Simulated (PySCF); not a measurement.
GeP and its ions

BHandHLYP; basis Ge def2-TZVPPD, P def2-TZVPPD; no relativity; PySCF 2.14. Neutral (UKS): doublet (π ↑), Re = 2.131 Å, ωe = 516 cm⁻¹, De = 3.09 eV, HOMO -7.32 eV, LUMO -3.52 eV.

GeP⁺ (UKS): triplet (π ↑↑), Re = 2.294 Å, ωe = 403 cm⁻¹, De = 2.52 eV to Ge⁺ + P. The energies at the minima are -2418.28647 hartree for GeP and -2417.97967 for GeP⁺.

Question: Work out the adiabatic ionisation energy, without and with harmonic zero-point energies (1 hartree = 27.2114 eV, 1 eV = 8065.5 cm⁻¹), and the change of the bond length.

Answer: At BHandHLYP: 0.30680 hartree = 8.348 eV between the minima; the zero-point term (403.0 − 516.0)/2 cm⁻¹ = -0.007 eV makes it 8.341 eV. Re changes by +16.3 pm against the neutral. The electron leaves a π orbital, and the longer bond of the ion fits a bonding orbital, or a change in how ionic the bond is.

GeP⁻ (UKS): singlet (closed shell), Re = 2.051 Å, ωe = 579 cm⁻¹. The energies at the minima are -2418.28647 hartree for GeP and -2418.37559 for GeP⁻.

Question: Work out the adiabatic electron affinity, without and with harmonic zero-point energies (1 hartree = 27.2114 eV, 1 eV = 8065.5 cm⁻¹), and the change of the bond length.

Answer: At BHandHLYP: 0.08912 hartree = 2.425 eV between the minima; the zero-point term (516.0 − 579.0)/2 cm⁻¹ = -0.004 eV makes it 2.421 eV. Re changes by -8.0 pm against the neutral. The electron enters a π orbital, and the shorter bond of the ion fits a bonding orbital, or a change in how ionic the bond is.

For an ion De counts to the pair picked by the measured ionisation energies or electron affinities, which need not be the lowest pair at this level. States were picked by a PBE0 search and need not be the measured ground states.
